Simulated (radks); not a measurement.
The numbers below are computed, except where a source is named.
Question: The mean radii <r> (bohr) of the occupied orbitals of an atom or ion are listed with their occupations. Level of theory: Dirac Kohn-Sham, PBE, spin-unpolarised, spherical densities, point nucleus (a radial shooting solver on a logarithmic mesh with Libxc functionals).

orbital     occ.      <r>
1s1/2          2  0.01743
2s1/2          2  0.07264
2p1/2    1.66667  0.05984
2p3/2    3.33333  0.06808
3s1/2          2   0.1883
3p1/2          2   0.1781
3p3/2          4   0.1932
3d3/2          4   0.1678
3d5/2          6   0.1725
4s1/2          2   0.4185
4p1/2          2   0.4207
4p3/2          4   0.4538
4d3/2          4   0.4620
4d5/2          6   0.4730
5s1/2          2   0.9585
4f5/2          6   0.5104
4f7/2          8   0.5176
5p1/2          2    1.036
5p3/2          4    1.129
5d3/2        2.8    1.516
5d5/2        4.2    1.571
6s1/2          2    2.588

Name the element and its charge. Open shells, if any, are shared by 2j + 1.

Answer: Z = 77, iridium, charge +1: Ir+ in [He] 2s2 2p5 3s2 3p6 3d10 4s2 4p6 4d10 4f14 5s2 5p6 5d7 6s2. The 1s radius gives Z: for a bare nucleus <r> = (2 gamma + 1)/(2Z) with gamma = sqrt(1 - (Z/c)^2), 0.01724 bohr for Z = 77, and screening makes it slightly larger (0.01743 here). The occupations add up to 76, and the charge is Z minus that.
